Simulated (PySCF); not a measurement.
This PySCF input asks for the NMR shieldings of SMILES CC#C[Si@@H]1NBCCN1, C5H11BN2Si; the geometry comes from GFN2-xTB.

```python
import basis_set_exchange as bse
import numpy as np
from pyscf import gto, dft
from pyscf.prop import nmr

atoms = """
C     4.208097    0.104657   -1.097003
C     2.888344    0.183936   -0.509666
C     1.785317    0.254804   -0.031241
Si    0.134564    0.332206    0.795329
N    -0.624111   -1.241095    0.813609
B    -1.816841   -1.579194    0.184652
C    -2.600440   -0.468173   -0.640533
C    -2.346298    0.976136   -0.207147
N    -0.922944    1.265150   -0.177776
H     4.463036   -0.935238   -1.300718
H     4.946129    0.521177   -0.411399
H     4.236756    0.665419   -2.031044
H     0.296198    0.734250    2.208485
H    -0.122028   -1.960849    1.309832
H    -2.214155   -2.685816    0.237617
H    -3.678889   -0.641500   -0.626340
H    -2.290847   -0.565087   -1.685957
H    -2.822227    1.666032   -0.913079
H    -2.807761    1.142938    0.778198
H    -0.717046    2.240926   -0.319092
"""
names = dict.fromkeys(["C", "Si", "N", "B", "H"], "pcSseg-1")
basis = {el: gto.basis.parse(bse.get_basis(n, elements=[el], fmt="nwchem")) for el, n in names.items()}
mol = gto.M(atom=atoms, basis=basis, charge=0, verbose=0)
mf = dft.RKS(mol, xc="PBE0")
mf.grids.level = 2
mf.grids.alignment = dft.numint.BLKSIZE   # the property module wants whole blocks of grid points
mf.conv_tol = 1e-9
mf.kernel()

calc = nmr.RKS(mf)   # GIAO
C = mf.mo_coeff
Co = C[:, mf.mo_occ > 0]
resp = mf.gen_response(singlet=True, hermi=2)
def vind(x):   # induced exchange potential for any number of trial vectors
    d = np.einsum("pi,xij,qj->xpq", C, 2 * x.reshape(-1, C.shape[1], Co.shape[1]), Co, optimize=True)
    return np.einsum("xpq,pi,qj->xij", resp(d - d.transpose(0, 2, 1)), C, Co, optimize=True).ravel()
mo1, _ = nmr.rhf.solve_mo1(calc, with_cphf=vind)
sigma = calc.kernel(mo1)
for i, s in enumerate(sigma):   # ppm
    print("%2d %-2s %9.2f" % (i, mol.atom_pure_symbol(i), np.trace(s) / 3))
```

Task: Give the expected output.

Result: 
```
 0 C     181.20
 1 C      78.49
 2 C      98.65
 3 Si    403.63
 4 N     140.66
 5 B      55.00
 6 C     162.49
 7 C     145.14
 8 N     236.08
 9 H      29.68
10 H      29.68
11 H      29.67
12 H      26.28
13 H      27.38
14 H      26.18
15 H      30.54
16 H      30.50
17 H      28.57
18 H      28.41
19 H      31.18
```

These numbers come from an equivalent density-fitted implementation of the same equations, which agrees with the script to about 0.01 ppm for H and up to a few tenths of a ppm for heavy atoms, so last digits may differ.

Size and cost of the density-fitted run: 215 basis functions, 79 s wall time on 1 thread of an Arm Neoverse N1, shared host; peak memory 0.95 GiB.
